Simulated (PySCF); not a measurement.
**Radial density of Gd⁵⁴⁺ (gadolinium, charge +54)**

M06-L, [Ne], closed-shell 1S. Calculation: PySCF 2.14, in an uncontracted even-tempered set (19 s from 31 bohr⁻², ratio 2.2; 13 p from 40 bohr⁻², ratio 2.2; 6 d from 160 bohr⁻², ratio 2.4; 5 f from 240 bohr⁻², ratio 2.4; 4 g from 360 bohr⁻², ratio 2.4); scalar relativity by spin-free X2C-1e.

```tsv
r (bohr)	4πr²ρ (e/bohr)
0.0205	77.11
0.0346	67.87
0.0581	91.38
0.0978	67.32
0.164	9.813
0.277	0.09494
```

Densities and radii are taken from the X2C orbitals without a picture-change correction, which distorts them close to the nucleus.

Spin-orbit coupling, which splits the p, d and f shells strongly at this Z, is absent.
